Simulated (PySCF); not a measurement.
# C₆ coefficients of unlike pairs at UHF

Calculated with PySCF 2.14 from the dipole response of each species, C₆(A,B) = (3/π) ∫ α_A(iu) α_B(iu) du, in atomic units, from isotropic polarisabilities. For ions this is the dispersion term alone; charge-induced terms of lower order in 1/R come first.

| species | configuration | basis | relativity | α (bohr³) | C₆ (like pair) |
| --- | --- | --- | --- | --- | --- |
| Ni | [Ar] 3d8 4s2 (3F) | aug-cc-pVDZ-DK (7s6p4d2f) | spin-free X2C | 61.61 | 530.8 |
| Mg | [Ne] 3s2 (1S) | aug-cc-pVQZ (7s6p4d3f2g) | none | 81.38 | 762.9 |
| Sr | [Kr] 5s2 (1S) | aug-cc-pVQZ-X2C (9s8p6d3f2g) | spin-free X2C | 232.5 | 4047 |

Task: Estimate C₆ for Mg with Ni.

Result: The integral gives 630.4. The combination rule 2 C_A C_B / (C_A α_B/α_A + C_B α_A/α_B) gives 633.4 and the geometric mean 636.4.

No spin-orbit coupling is included.

The other pairs:

```tsv
pair	C₆
Sr, Ni	1401
Sr, Mg	1723
```
